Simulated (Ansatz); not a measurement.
Saddle point of SiH₅SBr, singlet (SiH₄S ([SiH3][SH]) + HBr → SiH₃Br ([SiH3][Br]) + H₂S; bonds formed: Si1–Br7, S2–H6; bonds broken: Si1–S2, H6–Br7), PBE0-D4/def2-TZVP structure:

```tsv
atom	x (Å)	y (Å)	z (Å)
Si1	-0.5121	-0.6717	-0.2697
S2	1.4621	0.3223	0.5125
H3	-0.4167	-1.1980	-1.6443
H4	-0.1201	-1.8651	0.5647
H5	-1.7814	-0.2617	0.3636
H6	0.9383	1.5374	0.0862
Br7	-0.6295	1.7370	-1.4084
H8	1.0597	0.3997	1.7956
```

Energies are electronic, without zero-point energy. Barriers and step energies count from the start structure reached by relaxing down the imaginary mode; all methods use the PBE0-D4 structures, on which another method's saddle can fall below an end. Program: Ansatz 0.2.0. Basis: def2-TZVPP, with def2-QZVPP for the basis limit. Cores are frozen in the correlated methods. Filled d shells of the heavier atoms are correlated. The def2 sets are not built for correlating such inner shells, so the correlated values are less sure here. B3LYP uses VWN-RPA correlation. Extrapolation: Hartree–Fock as exp(−7.88 √X), correlation as X^−2.97.

```csv
method,barrier (eV),step energy (eV)
SPW92,0.796,-0.148
PBE-D4,?,-0.217
BLYP-D4,?,-0.250
r2SCAN-D4,?,-0.278
B97M-V,1.202,-0.300
PBE0-D4,1.052,-0.271
B3LYP-D4,1.144,-0.296
r2SCAN0-D4,1.099,-0.313
BHLYP-D4,1.225,-0.366
CAM-B3LYP-D4,1.220,-0.319
wB97X-V,1.194,-0.345
wB97M-V,1.140,-0.356
B2PLYP,1.221,-0.315
PBE-QIDH,1.148,-0.312
RPA on PBE,1.282,-0.347
HF,1.529,-0.491
MP2,1.223,-0.319
CCSD,1.326,-0.355
CCSD(T),1.267,-0.325
```

Task: Fill in the withheld barriers. (Judge from chemistry; the value comes from the calculation.)

Result: By the calculation: r2SCAN-D4 1.048; PBE-D4 0.961; BLYP-D4 1.077 eV. Each is the energy of the saddle less that of the start structure, by the same method.

For comparison, the barrier by CCSD(T) at an estimated basis limit (MP2 extrapolated from triple and quadruple zeta, plus CCSD(T) − MP2 in triple zeta) is 1.178 eV.

The T1 diagnostic stays at or below 0.011.

Labels in which every atom is bracketed show which atoms are joined, not bond orders.

For scale, one of the runs: CCSD(T)/def2-TZVPP, 202 basis functions, launched by `ansatz run in.yaml --threads 4 --pin off --events-out ev --progress --plain --max-ram 9574MiB`. Hardware: 4 CPU threads of an Arm Neoverse V1, shared host. Wall time 63 s; peak host memory 2.3 GiB.
